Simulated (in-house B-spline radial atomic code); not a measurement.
**BHandHLYP excitations of Br5+**

Method: BHandHLYP. Computed with an all-electron radial atomic-structure program (B-spline basis): linear response of the closed shell [Ar] 3d10 4s2 with the functional's adiabatic kernel; non-relativistic, point nucleus, no spin-orbit coupling, no double excitations, S, P, D and F terms only; shells from n = 2 respond. Only terms of natural parity with L up to 3 were computed.

Without relativity these are model numbers for so heavy an element.

Command:
```bash
python run_td.py task.json out
```
Settings (radii: box in bohr, nucleus in fm):
```
Z                        35
electrons                30
configuration            [Ar] 3d10 4s2
hamiltonian              nr
method                   bhandhlyp
box_radius               16.35
intervals                54
```

Cost of the run: 1.7 s on 1 thread of Arm Neoverse N1, with other jobs on the host.

The lowest states, in the order of their Tamm-Dancoff energies; the method's threshold (minus the highest occupied level) is 82.65 eV. Labels give the largest channel, * marks a mixed state, and oscillator strengths are full-response dipole values. Semilocal kernels can invert the small singlet-triplet splittings of Rydberg terms. Energies in eV:

```csv
state,full response,Tamm-Dancoff,oscillator strength
4s → 4p 3P,11.855,12.137,-
4s → 4p 1P,17.820,18.458,1.53
4s → 4d 3D,35.26,35.29,-
4s → 4d 1D,?,?,-
4s → 5s 3S,43.04,43.04,-
4s → 5s 1S,44.32,44.36,-
4s → 5p 3P,?,?,-
4s → 5p 1P,49.16,49.21,0.0805
4s → 4f 3F,52.83,52.85,-
4s → 4f 1F,53.64,53.64,-
4s → 5d 3D,57.09,57.09,-
4s → 5d 1D,57.50,57.51,-
4s → 6s 3S,60.00,60.00,-
4s → 6s 1S,60.40,60.41,-
4s → 6p 3P,62.44,62.45,-
4s → 6p 1P,62.68,62.69,0.038
```

(1) Where does 4s → 4d 1D lie?

(2) Where does 4s → 5p 3P lie?

(3) How large is the singlet-triplet splitting of 4s → 4p (P terms) in Tamm-Dancoff?

(4) What polarisabilities and dispersion coefficient does the method give?

## Answers

(1) At 37.44 eV in full response, 37.48 eV in Tamm-Dancoff.

(2) At 48.56 eV in full response, 48.56 eV in Tamm-Dancoff.

(3) 6.32 eV, from the unrounded values.

(4) Dipole 3.924 bohr³, quadrupole 5.238 bohr⁵, C6 8.878 hartree·bohr⁶ for two such species.
